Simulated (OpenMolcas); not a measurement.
## Worked example: vertical energy of the triplet above the singlet of CH7NSn (SMILES C[NH][SnH3])

CH7NSn: 10 atoms, total charge 0, spin state singlet. SMILES: `C[NH][SnH3]`. The coordinates come from a PBE0-D4/def2-TZVP relaxation.

| atom | x (Å) | y (Å) | z (Å) |
| --- | --- | --- | --- |
| C | -0.8984 | 0.7580 | -0.8792 |
| N | -0.3430 | -0.5329 | -0.5165 |
| Sn | 0.8973 | -0.6294 | 1.0851 |
| H | -1.6642 | 0.6376 | -1.6527 |
| H | -1.3968 | 1.2011 | -0.0117 |
| H | -0.1682 | 1.4946 | -1.2475 |
| H | 0.0373 | -1.0040 | -1.3262 |
| H | 1.4517 | -2.2390 | 1.1699 |
| H | -0.0526 | -0.1955 | 2.4337 |
| H | 2.2202 | 0.4584 | 0.9480 |

Both states at this one shape; open shells run unrestricted unless said. 1 Eh = 27.2114 eV.

```tsv
level	program	singlet CH7NSn (Eh)	triplet CH7NSn (Eh)
HF/3-21G	OpenMolcas	-6092.099925	-6091.933534
B3LYP/def2-SVP (core potential)	OpenMolcas	-311.325045	-311.148566
```

Question: Work out the vertical gap, second state less first, at each level.

Answer: 
1. HF/3-21G: -6091.933534 − (-6092.099925) = 0.166391 Eh = 4.53 eV.
2. B3LYP/def2-SVP (core potential): -311.148566 − (-311.325045) = 0.176479 Eh = 4.80 eV.

No measured value is set beside it here; the levels span 4.53 to 4.80 eV. Hartree–Fock favours the state with fewer electron pairs, since it lacks pair correlation. Spin-orbit coupling, which splits open shells on such heavy atoms by tenths of an eV, is left out. All-electron rows are non-relativistic unless named.
